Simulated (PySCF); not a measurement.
Al(Me)(NHMe)2, SMILES C[NH][Al]([CH3])[NH]C, GFN2-xTB optimised geometry.

```
17

Al    -0.30     0.07     0.00
C     -1.27    -1.67     0.00
H     -0.59    -2.52     0.02
H     -1.90    -1.78    -0.89
H     -1.93    -1.76     0.86
N     -1.15     1.64     0.00
C     -2.58     1.95     0.01
H     -0.61     2.50     0.00
H     -2.87     2.52    -0.88
H     -2.86     2.52     0.89
H     -3.14     1.01     0.01
N      1.50     0.07     0.00
C      2.49     1.13     0.00
H      1.96    -0.84    -0.01
H      3.13     1.09    -0.89
H      3.14     1.07     0.89
H      1.98     2.09     0.01
```

Density from PySCF 2.14.0 with CAM-B3LYP/def2-SVP at that geometry.

Minimum of the electron density along straight lines between bonded atoms, close to the bond critical point (lines longer than 1.1 times the sum of covalent radii, or with two minima, are not listed):

| bond | length / Å | ρ at the minimum / e bohr⁻³ | ∇²ρ there / e bohr⁻⁵ | position (fraction from the first atom) |
|---|---|---|---|---|
| Al1–C2 | 1.988 | 0.079 | 0.31 | 0.40 |
| C2–H3 | 1.092 | 0.266 | -0.93 | 0.62 |
| C2–H4 | 1.093 | 0.266 | -0.93 | 0.62 |
| C2–H5 | 1.093 | 0.266 | -0.93 | 0.62 |
| Al1–N6 | 1.792 | 0.092 | 0.64 | 0.42 |
| N6–C7 | 1.456 | 0.265 | -0.74 | 0.60 |
| N6–H8 | 1.015 | 0.328 | -1.47 | 0.76 |
| C7–H9 | 1.096 | 0.276 | -1.02 | 0.63 |
| C7–H10 | 1.096 | 0.276 | -1.02 | 0.63 |
| C7–H11 | 1.089 | 0.280 | -1.06 | 0.63 |
| Al1–N12 | 1.792 | 0.092 | 0.64 | 0.42 |
| N12–C13 | 1.455 | 0.267 | -0.74 | 0.60 |
| N12–H14 | 1.016 | 0.328 | -1.47 | 0.76 |
| C13–H15 | 1.096 | 0.276 | -1.02 | 0.63 |
| C13–H16 | 1.096 | 0.276 | -1.02 | 0.63 |
| C13–H17 | 1.089 | 0.280 | -1.05 | 0.63 |
